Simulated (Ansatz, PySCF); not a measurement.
C4H5NSi, SMILES C([SiH](N)C#C)#C. Atoms are numbered in the order given.

```xyz
11

C      2.6248    -0.3305    -0.7883
C      1.5409    -0.2693    -0.2382
Si    -0.0952    -0.1664     0.5883
N     -0.8167    -1.7337     0.5431
C     -1.0502     1.1597    -0.2703
C     -1.7092     2.0201    -0.8263
H      3.5831    -0.3846    -1.2721
H      0.0483     0.2322     2.0112
H     -0.8700    -2.2270    -0.3438
H     -1.6459    -1.9103     1.1033
H     -2.2866     2.7812    -1.3189
```

The structure is a stationary point at B3LYP-D3(BJ)/def2-SVP. The structure was generated by enumeration, and PubChem lists no compound with its InChIKey, so it may never have been made. The values are those of a single conformer.

Two levels are set side by side: PBE-D3(BJ)/def2-SVP (Ansatz, an electronic-structure program) and B3LYP-D3(BJ)/def2-SVP (Ansatz). Each level has its own optimised geometry; the coordinates shown are those of the second. Frequencies come from the Hessian of PySCF at each geometry. Differences are taken from unrounded values.

| quantity | B3LYP-D3(BJ) |
|---|---|
| mean bond length (Å) | 1.351 |
| bond C1–C2 (Å) | 1.217 |
| bond C2–Si3 (Å) | 1.836 |
| bond Si3–N4 (Å) | 1.726 |
| bond Si3–C5 (Å) | 1.846 |
| bond C5–C6 (Å) | 1.218 |
| bond C1–H7 (Å) | 1.075 |
| bond Si3–H8 (Å) | 1.485 |
| bond N4–H9 (Å) | 1.016 |
| bond N4–H10 (Å) | 1.016 |
| bond C6–H11 (Å) | 1.075 |
| highest harmonic wavenumber (cm⁻¹) | 3654 |
| mean harmonic wavenumber (cm⁻¹) | 1193 |
| zero-point energy (kcal/mol) | 46.03 |

What does PBE-D3(BJ) give, and how far is it from B3LYP-D3(BJ)? (An estimate is asked for; the answer gives what the named calculation found.)


| quantity | PBE-D3(BJ) | PBE-D3(BJ) minus B3LYP-D3(BJ) |
|---|---|---|
| mean bond length (Å) | 1.360 | 0.009 |
| bond C1–C2 (Å) | 1.228 | 0.011 |
| bond C2–Si3 (Å) | 1.839 | 0.003 |
| bond Si3–N4 (Å) | 1.739 | 0.013 |
| bond Si3–C5 (Å) | 1.849 | 0.003 |
| bond C5–C6 (Å) | 1.230 | 0.012 |
| bond C1–H7 (Å) | 1.082 | 0.008 |
| bond Si3–H8 (Å) | 1.499 | 0.014 |
| bond N4–H9 (Å) | 1.024 | 0.008 |
| bond N4–H10 (Å) | 1.024 | 0.008 |
| bond C6–H11 (Å) | 1.082 | 0.008 |
| highest harmonic wavenumber (cm⁻¹) | 3573 | -80 |
| mean harmonic wavenumber (cm⁻¹) | 1159 | -34 |
| zero-point energy (kcal/mol) | 44.73 | -1.30 |

Exact exchange shortens and stiffens bonds; PBE has none. Differences between two approximate levels are no errors against the true value.
